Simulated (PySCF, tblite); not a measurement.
Compound: C4H12O2Si2.
Structure used (GFN2-xTB), in Å, numbered top down from 1:
```
atom  x, y, z in Å
O1    -1.922    2.817   -0.187
C2    -1.300    2.230    0.647
O3    -0.865    0.988    0.576
C4    -1.156    0.260   -0.622
C5    -0.323   -1.007   -0.607
Si6   -0.530   -1.901    1.072
C7     1.134   -0.713   -0.970
Si8    1.983    0.723   -0.051
H9    -0.997    2.661    1.617
H10   -2.228    0.033   -0.636
H11   -0.930    0.896   -1.486
H12   -0.739   -1.663   -1.383
H13   -1.965   -2.040    1.330
H14    0.067   -3.232    0.921
H15    0.119   -1.192    2.168
H16    1.190   -0.493   -2.042
H17    1.719   -1.624   -0.821
H18    1.866    0.597    1.400
H19    1.473    2.019   -0.505
H20    3.400    0.651   -0.425
```

Computed, not measured: PBE0/pcSseg-1 in PySCF (dipole) on a GFN2-xTB geometry, gas phase.

Masses are those of the commonest isotopes; rigid-rotor values at the optimised geometry. The values belong to one conformer with, in the numbering `[O:1]=[CH:2][O:3][CH2:4][C@H:5]([SiH3:6])[CH2:7][SiH3:8]`, O1–C2–O3–C4 0°, C2–O3–C4–C5 168°, O3–C4–C5–Si6 50°, C4–C5–C7–Si8 49°.

(1) Give the principal moments of inertia and the rotational constants in cm⁻¹.

(2) Classify the top.

(3) Is it planar, by Δ = Ic − Ia − Ib?

(4) Which types of transition are allowed, and where do some lines up to J = 2 fall?

(5) Estimate the classical rotational partition function at 50 K, 200 K and 298.15 K.

## Answers

(1) Ia = 319.76, Ib = 470.83, Ic = 648.81 u·Å²; 505379 MHz·u·Å²/I gives 1580, 1073 and 778.9 MHz, that is A = 0.05272, B = 0.03580, C = 0.02598 cm⁻¹.

(2) An asymmetric top; Ray's κ = -0.265.

(3) Not planar: Δ = Ic − Ia − Ib = -141.78 u·Å². For a rigid frame Δ = −2 Σ m c², so Σ m c² = 70.89 u·Å² lies off the ab plane: 21.25 from hydrogen and 49.64 from heavier atoms. The atom farthest from that plane is 1.90 Å away.

(4) The dipole components are |μa| = 1.82 D, |μb| = 0.38 D, |μc| = 0.23 D. The squared components, which scale the intensities, stand as 1.00 : 0.04 : 0.02 (a : b : c). Some lines, for components of 0.1 D or more:

```csv
type,branch,"J(Ka,Kc)",MHz,lower level (cm⁻¹)
c,Q,"2(1,2) ← 2(0,2)",309,0.182
b,Q,"2(1,1) ← 2(0,2)",1192,0.182
c,Q,"2(2,1) ← 2(1,1)",1521,0.222
b,Q,"2(2,0) ← 2(1,1)",1617,0.222
a,R,"1(0,1) ← 0(0,0)",1852,0.000
b,Q,"2(2,1) ← 2(1,2)",2405,0.192
c,R,"1(1,0) ← 0(0,0)",2654,0.000
b,R,"2(0,2) ← 1(1,1)",3102,0.079
a,R,"2(1,2) ← 1(1,1)",3410,0.079
b,R,"2(1,2) ← 1(0,1)",3917,0.062
c,R,"2(1,1) ← 1(0,1)",4801,0.062
b,R,"2(2,1) ← 1(1,0)",5520,0.089
c,R,"2(2,0) ← 1(1,0)",5616,0.089
c,R,"2(2,1) ← 1(1,1)",5815,0.079
b,R,"2(2,0) ← 1(1,1)",5911,0.079
```

(5) Point group C1, symmetry number σ = 1; q = (√π/σ)·√((kT/h)³/(ABC)), k/h = 20836.6 MHz/K: 51900 at 50 K, 415000 at 200 K, 755000 at 298.15 K.

Its GFN2-xTB frequencies are all real (lowest 24 cm⁻¹). No vibrational averaging or centrifugal distortion is included, and the geometry carries the error of its method. A rigid rotor knows nothing of internal rotation, which can split or shift real lines.

The run took 46 s of wall time on Arm Neoverse V1, one thread, on a shared host, and the process peaked at 1.0 GiB of memory. This is the PBE0/pcSseg-1 job that gave the dipole, with the shieldings it also computed.
